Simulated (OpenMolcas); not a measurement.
## Co5+, Rh5+, Ir5+: d4 down the group

```
Program             : OpenMolcas
Method              : SS-CASPT2, IPEA 0.25 Eh, imaginary shift 0.1 Eh
Basis               : ANO-R2
Scalar Hamiltonian  : X2C, finite nucleus
Spin-orbit coupling : state interaction with AMFI integrals over the reference wave functions, term energies averaged over their components
```

Active space for each ion: 4 electrons in 10 orbitals (d d); closed shells correlated by CASPT2: Co5+ 3s 3p; Rh5+ 4s 4p; Ir5+ 5s 5p.

Computed levels in cm-1 above 5D0:

| Level | Co5+ | Rh5+ | Ir5+ |
| --- | --- | --- | --- |
| 5D1 | 209 | 675 | 5820 |
| 5D2 | 609 | 1763 | 10630 |
| 5D3 | 1177 | 3080 | 14200 |
| 5D4 | 1887 | 4550 | 16340 |
| 3H4 | 29140 | 20230 | 24930 |
| 3P1(1) | 29150 | 21740 | 30590 |
| 3H5 | 29620 | 21870 | 31050 |
| 3H6 | 30150 | 23150 | 33850 |
| 3F2(1) | 31360 | 23380 | 29730 |
| weight of 5D in the lowest level (%) | 100 | 96 | 60 |

Mixed levels, with the weight of the term that names them: Ir5+ 5D0 (60 %), Ir5+ 5D4 (61 %), Ir5+ 3H4 (55 %), Ir5+ 3P1(1) (74 %), Ir5+ 3H6 (72 %), Ir5+ 3F2(1) (63 %).

Measured, with the error of the calculation in %. Measured levels: Co5+ from Sugar and Corliss, J. Phys. Chem. Ref. Data 10, 1097 (1981).

```csv
Level,Co5+
5D1,204 (+2.3)
5D2,589 (+3.4)
5D3,1125 (+4.6)
5D4,1782 (+5.9)
3H4,28377 (+2.7)
3P1(1),28462 (+2.4)
3H5,28806 (+2.8)
3H6,29234 (+3.1)
3F2(1),30555 (+2.7)
```

The fine-structure level 5D4 changes by a factor of 8.66 from Co5+ to Ir5+.

Without spin-orbit coupling 3H lies 28610, 19370, 17600 cm-1 above 5D in that order; the difference to the level 3H4, of either sign, comes from spin-orbit coupling, which also lowers the zero.

CASPT2 does not keep the components of a term degenerate, so their means are used; among the terms shown or strongly mixed into the levels shown the widest spread is 120 cm-1 (4d4 3F(1), Rh5+). Active for correlation alone: 4d; no level in the range computed is led by a configuration that fills it, so any true level of that kind is missing (holds for Co5+). Active for correlation alone: 5d; no level in the range computed is led by a configuration that fills it, so any true level of that kind is missing (holds for Rh5+). Active for correlation alone: 6d; no level in the range computed is led by a configuration that fills it, so any true level of that kind is missing (holds for Ir5+). Measured partners are found by configuration, term and J. A level has none where our copy of the source lacks it or the pairing is in doubt (some pairs that miss far off the trend of their configuration count as doubtful), and it then counts in no deviation. Only configurations of the active space appear.

A number in round brackets counts repeated terms of one configuration in the order of the reference energies.
